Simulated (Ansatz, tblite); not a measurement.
Cost and result up the ladder for H₂Au₂⁻ (4 atoms). The state is a doublet with charge -1. Geometry: PBE0-D4/def2-TZVPD.

```xyz
4

Au   -0.341    1.938    0.855
Au    0.011   -0.637   -0.305
H    -0.502   -1.972   -1.072
H     0.832    0.671    0.522
```

Ansatz on 4 threads of Arm Neoverse V1 on a shared host; xTB runs through tblite on one thread. Times are rough, summed over both states, and most runs start from the orbitals of an earlier one. CCSD(T)/def2-TZVPD serves as the yardstick here, not as an exact answer. The other state is a quartet at its own geometry.

In the def2 sets Au takes a core potential; there is no spin–orbit coupling. The xTB rows come from tblite. HSE06 is defined as in plane-wave codes, on full-range PBE exchange. Correlated methods freeze no core orbitals; core or outer-core shells of Au are correlated, in sets that lack core-valence functions. The structure comes from a short search, and lower isomers may exist.

xTB has no spin-polarisation term.

```csv
level,functions,wall time
GFN1-xTB,22,0.004 s
GFN2-xTB,20,0.004 s
PBE-D4/def2-TZVPD,104,2.7 s
revPBE-D4/def2-TZVPD,104,2.7 s
HSE06-D4/def2-TZVPD,104,3.2 s
PBE0-D4/def2-TZVPD,104,3.5 s
RPA@PBE/def2-TZVPD,104,4.5 s
PBE-QIDH/def2-TZVPD,104,5.1 s
r2SCAN-D4/def2-TZVPD (with forces),104,6.6 s
r2SCAN0-D4/def2-TZVPD,104,6.7 s
ωB97X-V/def2-TZVPD,104,11 s
CCSD(T)/def2-TZVPD,104,1.9 min
```

**Question.** Estimate what each level gives for the quartet − doublet (eV).

**Answer.** 
```csv
level,quartet − doublet (eV),difference from CCSD(T)/def2-TZVPD (eV),remarks
GFN1-xTB,4.15,1.30,–
GFN2-xTB,6.34,3.50,–
PBE-D4/def2-TZVPD,2.80,-0.04,"HOMO above zero (doublet), HOMO above zero (quartet)"
revPBE-D4/def2-TZVPD,2.79,-0.06,"HOMO above zero (doublet), HOMO above zero (quartet)"
HSE06-D4/def2-TZVPD,2.78,-0.06,"HOMO above zero (doublet), HOMO above zero (quartet)"
PBE0-D4/def2-TZVPD,2.78,-0.06,HOMO above zero (quartet)
RPA@PBE/def2-TZVPD,2.84,-0.01,–
PBE-QIDH/def2-TZVPD,2.78,-0.06,–
r2SCAN-D4/def2-TZVPD (with forces),2.67,-0.17,"HOMO above zero (doublet), HOMO above zero (quartet)"
r2SCAN0-D4/def2-TZVPD,2.69,-0.16,HOMO above zero (quartet)
ωB97X-V/def2-TZVPD,2.97,0.12,–
CCSD(T)/def2-TZVPD,2.85,0.00,–
```
